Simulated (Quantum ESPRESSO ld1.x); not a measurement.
Task: The aim is neutral caesium in [Xe] 6s1. What will ld1.x (Quantum ESPRESSO 7.5) do with this input?

```
 &input
    zed=55.0,
    iswitch=1,
    rel=1,
    lsd=1,
    dft='PW',
    config='[Xe] 6s1',
    verbosity='high',
    atom='Cs',
    prefix='ld1',
    max_out_wfc=37,
    file_charge='ld1.rho',
 /
```

Result: Harmless. atom and zed name the same element, and the result equals that of the sound run.

Output (excerpt):

```
     Program LD1 v.7.5 starts

     --------------------------- All-electron run ----------------------------

     scalar relativistic calculation

     atomic number is 55.00
     dft =PW   lsd =1 sic =0 latt =0  beta=0.20 tr2=1.0E-14
     Exchange-correlation= PW
                           (   1   4   0   0   0   0   0)
     mesh =2077 r(mesh) =  99.55068 a.u. xmin = -8.00 dx = 0.00800
     1 Ry =  13.60569312 eV, c = 137.03599908

     n l     nl                  e(Ry)          e(Ha)          e(eV)
     1 0     1S 1( 1.00)   -2628.425515290   -1314.212757645 -35761.5509577
     2 0     2S 1( 1.00)    -412.368100079    -206.184050040  -5610.5538234
     2 1     2P 1( 3.00)    -370.109906880    -185.054953440  -5035.6018148
     3 0     3S 1( 1.00)     -85.690245973     -42.845122986  -1165.8751903
     3 1     3P 1( 3.00)     -72.090047217     -36.045023608   -980.8350597
     4 0     4S 1( 1.00)     -16.145786499      -8.072893250   -219.6746163
     4 1     4P 1( 3.00)     -11.792078107      -5.896039053   -160.4393960
     3 2     3D 1( 5.00)     -52.072269074     -26.036134537   -708.4793132
     5 0     5S 1( 1.00)      -1.974618027      -0.987309014    -26.8660469
     5 1     5P 1( 3.00)      -0.999008596      -0.499504298    -13.5922044
     4 2     4D 1( 5.00)      -5.454417416      -2.727208708    -74.2111295
     6 0     6S 1( 1.00)      -0.175452965      -0.087726482     -2.3871592
     1 0     1S 2( 1.00)   -2628.425151717   -1314.212575858 -35761.5460110
     2 0     2S 2( 1.00)    -412.367875248    -206.183937624  -5610.5507644
     2 1     2P 2( 3.00)    -370.109704163    -185.054852082  -5035.5990567
     3 0     3S 2( 1.00)     -85.689941892     -42.844970946  -1165.8710531
     3 1     3P 2( 3.00)     -72.089745149     -36.044872574   -980.8309498
     4 0     4S 2( 1.00)     -16.145180128      -8.072590064   -219.6663662
     4 1     4P 2( 3.00)     -11.791391609      -5.895695804   -160.4300557
     3 2     3D 2( 5.00)     -52.071986095     -26.035993048   -708.4754631
     5 0     5S 2( 1.00)      -1.972214806      -0.986107403    -26.8333494
     5 1     5P 2( 3.00)      -0.993945640      -0.496972820    -13.5233194
     4 2     4D 2( 5.00)      -5.453509258      -2.726754629    -74.1987734
     6 0     6S 2( 0.00)      -0.140317967      -0.070158983     -1.9091232

     final scf error:  5.7E-15 reached in  33 iterations

     Etot =  -15561.675452 Ry,   -7780.837726 Ha, -211727.380676 eV
     Total magnetization:    1.00 Bohr mag.

     Ekin =   16392.346412 Ry,    8196.173206 Ha,  223029.234854 eV
     Encl =  -37670.765969 Ry,  -18835.382985 Ha, -512536.881483 eV
     Eh   =    6088.465006 Ry,    3044.232503 Ha,   82837.786463 eV
     Exc  =    -371.720901 Ry,    -185.860451 Ha,   -5057.520510 eV
```

Run on one thread of a shared host, so times are rough (Intel(R) Xeon(R) Processor @ 2.60GHz): 0.91 s of CPU time, 0.94 s wall, 33 iterations on 2077 mesh points.
